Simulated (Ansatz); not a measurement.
Species: aminoborane, sum formula BNH₄, net charge 0, singlet state. 
Structure (B3LYP-D3(BJ)/def2-TZVP (Ansatz, a program for electronic structure) minimum search):
```xyz
6

B     -0.7766     0.0323    -0.0041
N      0.6098    -0.0254     0.0032
H     -1.3984    -0.9854    -0.0254
H     -1.3119     1.0982     0.0110
H      1.1972     0.7922     0.0209
H      1.1274    -0.8889    -0.0085
```

Basis-set convergence of Hartree-Fock and CCSD correlation energies (hartree) with Ansatz. Valence correlation only, unless marked. No spin-orbit coupling. Non-relativistic.

```
basis       functions      E(HF)  E(corr, CCSD)
----------  ---------  ---------  -------------
def2-SVP           48  -81.43454       -0.29254
def2-TZVPP        118  -81.52964       -0.34990
def2-QZVPP        234  -81.53396       -0.36779
```

Extrapolating the two largest sets (X = 3 and 4) as X^-3: E(corr) = (64·(-0.36779) - 27·(-0.34990))/37 = -0.3808 Eh, an estimate of the basis-set limit. The largest set recovers 96.6 % of it, the smallest 76.8 %.
